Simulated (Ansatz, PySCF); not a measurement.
B(OH)(SiH3)2 (BH7OSi2), SMILES [SiH3]B(O)[SiH3].

Geometry: B3LYP-D3(BJ)/def2-SVP. This is a generated structure with no PubChem entry under its InChIKey; it may be hypothetical. Other conformers were not sampled.

Vertical ionisation energy (IE) and electron affinity (EA) in eV. Rows of orbital energies are one-electron estimates. Where ΔSCF, EOM or ADC give a negative EA the extra electron is unbound and the value depends on the basis.

```
level                                                                        IE          EA
-------------------------------------------------------------------  ----------  ----------
−ε(HOMO), −ε(LUMO), PBE0/def2-TZVP (PySCF)                                 7.29        1.63
−ε(HOMO), −ε(LUMO), PBE/def2-TZVP (PySCF)                                  6.15        2.56
ΔSCF, PBE0/def2-SVPD (Ansatz), final states of multiplicity 2 and 2        9.23       -0.04
ΔSCF, PBE/def2-SVPD (Ansatz), final states of multiplicity 2 and 2   (withheld)  (withheld)
```

Q: Some entries are withheld; supply them. (An estimate is asked for; the answer gives what the named calculation found.)

A: 
- ΔSCF, PBE/def2-SVPD (Ansatz, a program for electronic structure), final states of multiplicity 2 and 2, IE: 9.01
- ΔSCF, PBE/def2-SVPD (Ansatz), final states of multiplicity 2 and 2, EA: -0.02

Q: What vertical singlet–triplet gap does ΔSCF give with PBE0/def2-SVPD (Ansatz) and with PBE/def2-SVPD (Ansatz)? (Estimate from the structure and the level; the computed values follow.)

A: 3.40 and 3.25 eV (triplet above singlet where positive).
